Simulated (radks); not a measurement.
Effect of the nuclear size on neutral tellurium, [Kr] 4d10 5s2 5p4. Calculated with a radial shooting solver on a logarithmic mesh with Libxc functionals: Dirac Kohn-Sham, BLYP, spin-unpolarised, spherical densities, finite nucleus; open shells fill j = l - 1/2 first; Fermi nuclear charge, rms radius 4.7423 fm. The rms radius is varied about that value; shifts are against it.

rms radius (fm)  total energy shift (eV)  density at nucleus (e/bohr^3)  1s1/2 shift (meV)  2s1/2 shift (meV)  4s1/2 shift (meV)  4p1/2 shift (meV)  5s1/2 shift (meV)
3.8033                             -1.91                      2.366e+05               -798              -92.8              -3.68              0.284             -0.421
4.4767                            -0.575                      2.302e+05               -241              -28.0              -1.11              0.086             -0.127
4.7423                                 0                       2.28e+05              0.000              0.000              0.000              0.000              0.000
5.1264                             0.880                      2.251e+05                368               42.8               1.70             -0.131              0.194
5.226                               1.12                      2.244e+05                468               54.4               2.16             -0.166              0.247

Slopes of the eigenvalues against <r^2> in GHz/fm^2, as finite differences over the two radii next to the reference (eigenvalue slopes, not the field-shift constants of lines): 1s1/2 23600, 2s1/2 2750, 4s1/2 109, 4p1/2 -8.39, 5s1/2 12.4.
